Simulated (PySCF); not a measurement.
Species: ethyl methacrylate, C₆H₁₀O₂.
Atom-mapped SMILES: `[CH2:1]=[C:2]([CH3:3])[C:4](=[O:5])[O:6][CH2:7][CH3:8]` (hydrogens: H9, H10 on C1; H11, H12, H13 on C3; H14, H15 on C7; H16, H17, H18 on C8)

Computed with PBE0-D3(BJ)/def2-TZVP geometry optimisation, gas phase (PySCF).

Q: List the bond lengths, angles and torsions at this level.

A: 
```tsv
bond	length (bohr)	order
C1=C2	2.514	double
C2–C3	2.820	single
C2–C4	2.813	single
C4=O5	2.279	double
C4–O6	2.527	single
O6–C7	2.703	single
C7–C8	2.843	single
C1–H9	2.049	single
C1–H10	2.044	single
C3–H11, C3–H12, C3–H13	2.063	single
C7–H14, C7–H15	2.065	single
C8–H16, C8–H17, C8–H18	2.063	single
```

Bonds in one row agree within 0.02 bohr and their mean is given. Orders are formal, as drawn. A selection of angles:
```tsv
angle	degrees
C1–C2–C3	124.1
C1–C2–C4	121.1
C3–C2–C4	114.8
C2–C4–O5	123.1
C2–C4–O6	113.7
O5–C4–O6	123.3
C4–O6–C7	115.6
O6–C7–C8	107.7
```

Dihedral angles: C1–C2–C4–O5 180° (antiperiplanar); C2–C4–O6–C7 180° (antiperiplanar); C4–O6–C7–C8 180° (antiperiplanar).

The 3 C–O bonds span 1.206 Å (C4=O5, drawn double) to 1.430 Å (O6–C7, drawn single), a spread of 0.224 Å. The 8 heavy atoms lie in one plane (0.004 Å rms). The C–C distances run from 1.330 Å (C1=C2, drawn double) to 1.505 Å (C7–C8, drawn single), a spread of 0.175 Å. Of the pairs four or more bonds apart, O6···H10 is among the closest relative to their van der Waals radii: 2.38 Å, 87 % of the sum of Bondi's values. O6 (ester single-bonded oxygen) is bent (angle 115.6°).

Point group: Cs (tolerance 0.08 Å). Whether it is a minimum is left open (no frequencies). One conformer, not necessarily the lowest.
